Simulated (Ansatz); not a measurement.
| atom | x (Å) | y (Å) | z (Å) |
| --- | --- | --- | --- |
| C | 1.4000 | 0.0000 | 0.0000 |
| C | 0.7000 | 1.2124 | 0.0000 |
| C | -0.7000 | 1.2124 | 0.0000 |
| C | -1.4000 | 0.0000 | 0.0000 |
| C | -0.7000 | -1.2124 | 0.0000 |
| C | 0.7000 | -1.2124 | 0.0000 |
| C | 2.8100 | 0.0000 | 0.0000 |
| H | 3.3600 | 0.9300 | 0.0000 |
| H | 3.3600 | -0.9300 | 0.0000 |
| H | 1.2425 | 2.1521 | 0.0000 |
| C | -1.4050 | 2.4335 | 0.0000 |
| H | -2.4854 | 2.4449 | 0.0000 |
| H | -0.8746 | 3.3748 | 0.0000 |
| H | -2.4850 | 0.0000 | 0.0000 |
| H | -1.2425 | -2.1521 | 0.0000 |
| H | 1.2425 | -2.1521 | 0.0000 |

Basis set: def2-TZVP (spherical functions). Charge 0, multiplicity 1.

Computed with Ansatz (development build ahead of 0.2.0); each method stands on the lowest determinant of its kind that the runs found. Restricted functionals stand beside restricted open-shell atoms, which can lie above the unrestricted atoms usual in DFT and then raise those values.

Give the atomization energy at this shape (free ground-state atoms in the same class of orbitals less the molecule, no zero-point energy) of singlet C8H8 by ωB97X (unrestricted), PBE0 (unrestricted), PBE0 (restricted), UHF, RHF.

```csv
method,atomization energy
ωB97X (unrestricted),76.33 eV
PBE0 (unrestricted),77.57 eV
PBE0 (restricted),76.70 eV
UHF,57.18 eV
RHF,55.46 eV
```

Caution: the shape is not the minimum. Caution for ωB97X (unrestricted), PBE0 (unrestricted), UHF: the unrestricted determinant is a mixture of spin states. Caution for PBE0 (restricted), RHF: an unrestricted determinant lies well below.
